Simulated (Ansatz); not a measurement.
Reaction (ligand exchange at the In–C bond): `[CH3][InH][C]#N` + CH₃NH₂ → `C[NH][InH][CH3]` + `C#N`

Program: Ansatz. Geometries: PBE0-D4/def2-TZVP. ΔE: electronic, gas phase. CCSD(T)/CBS is the MP2 limit (def2-TZVPP, def2-QZVPP) plus CCSD(T) − MP2 in def2-TZVPP, frozen cores. This one scheme is used for every species. Functionals use def2-TZVPP. B3LYP here is the variant with VWN-RPA as its local correlation; programs differ in this. HSE06 is defined as in plane-wave codes. def2 core potentials past Kr. For In outer-core shells are correlated without core-valence functions, which leaves a few kJ/mol of doubt a bond. Each species was taken in one conformer, which may not be the lowest.

| level | ΔE (kJ/mol) | difference from CCSD(T)/CBS |
| --- | --- | --- |
| revPBE-D4 | 31.9 | -0.2 |
| BLYP-D4 | 27.8 | -4.3 |
| B3LYP-D4 | 34.9 | 2.8 |
| r2SCANh-D4 | 37.9 | 5.8 |
| HSE06-D4 | 39.7 | 7.6 |
| CAM-B3LYP-D4 | 37.2 | 5.1 |
| PBE-QIDH | 42.0 | 9.9 |
| revPBE | 38.6 | 6.5 |
| BLYP | 33.5 | 1.4 |
| PBE0 | 42.1 | 10.0 |
| r2SCANh | 38.8 | 6.7 |
| LC-ωPBE | 42.7 | 10.6 |
| MP2/def2-SVP | 30.9 | -1.2 |
| CCSD(T)/def2-SVP | 31.4 | -0.7 |
| MP2/def2-TZVPP | 35.2 | 3.1 |
| CCSD(T)/def2-TZVPP | 37.8 | 5.7 |
| CCSD(T)/CBS | 32.1 | 0 |

Largest T1 diagnostic among the species: 0.015.

From PBE to PBE0 (25 % exact exchange), in def2-TZVPP and without D4, ΔE moves by +8.2 kJ/mol. In def2-TZVPP, CCSD(T) changes the Hartree–Fock value by −22.8 kJ/mol (the triples alone add −3.2 kJ/mol) and MP2 by −25.4 kJ/mol.
